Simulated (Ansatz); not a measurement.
**A geometry optimisation of CH4FGeO with B3LYP-D3(BJ)/def2-SVP**

The starting geometry of this gas-phase doublet was optimised with GFN2-xTB; its bonds are those of `[CH3][Ge]([OH])[F]`.

```xyz
8

C     0.2562   -3.0393    0.7697
F    -0.4489   -0.6427   -1.0017
Ge   -0.1957   -2.4662   -1.2267
O    -1.9080   -2.9310   -1.3499
H    -0.1986   -2.2588    1.3647
H    -0.2190   -3.9997    0.9118
H     1.3286   -3.0835    0.9004
H    -2.5265   -2.2710   -1.6582
```

Task: Predict what becomes of its bonds when it is optimised with B3LYP-D3(BJ)/def2-SVP.

Result: It keeps its bonds, and is `[CH3][Ge]([OH])[F]`.

The energy falls by 0.25 eV over 18 steps:

| step | E − E(last) (eV) |
| --- | --- |
| 1 | 0.247 |
| 3 | 0.030 |
| 5 | 0.003 |
| 7 | 0.001 |
| 9 | 0.001 |
| 10 | 0.000 |
| 12 | 0.000 |
| 14 | 0.000 |
| 16 | 0.000 |
| 18 | 0.000 |

Final geometry (Å):

```xyz
8

C     0.2399   -3.0307    0.7347
F    -0.2474   -0.6811   -1.0981
Ge   -0.3028   -2.4475   -1.0816
O    -2.0466   -2.8453   -1.1902
H    -0.2982   -2.3837    1.4440
H    -0.0576   -4.0794    0.8722
H     1.3245   -2.9207    0.8645
H    -2.5239   -2.3041   -1.8355
```

Frequencies at the end are all real (lowest 42 cm⁻¹). Open shells are spin-unrestricted. Run with Ansatz 0.2.0, 79 s on 2 threads of Arm Neoverse V1 (shared host).
